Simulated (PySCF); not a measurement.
# Radial density of Ru (ruthenium, neutral)

r2SCAN0, [Kr] 4d6 5s2, high-spin 5D determinant (an excited configuration). Calculation: PySCF 2.14, in aug-cc-pVTZ-PP with one added diffuse shell each of s, p, d, f, g type with ECP28MDF (7s7p6d4f3g, 113 functions); scalar relativity through the core potential. This is the valence pseudo-density: the core potential removes the inner electrons and smooths the orbitals near the nucleus.

```csv
r (bohr),4πr²ρ (e/bohr),4πr²(ρα − ρβ)
0.0187,1.045e-05,0.0000
0.0314,2.668e-05,0.0000
0.0528,6.301e-05,0.0000
0.0888,0.0002017,0.0000
0.149,0.001668,0.0004
0.251,0.02657,0.0065
0.423,0.7106,0.1224
0.711,8.576,1.2837
1.20,11.83,2.9558
2.01,3.315,1.4318
3.38,0.8730,0.1343
5.69,0.1028,-0.0234
9.57,0.001132,-0.0007
```

Energies and moments cover only the electrons outside the core potential.

Task: Where is the radial spin density 4πr²(ρα − ρβ) most negative, and why is it negative at all?

Result: Around r = 5.69 bohr, down to -0.0234 e/bohr: exchange with the open shell polarises the paired shells in an unrestricted calculation.
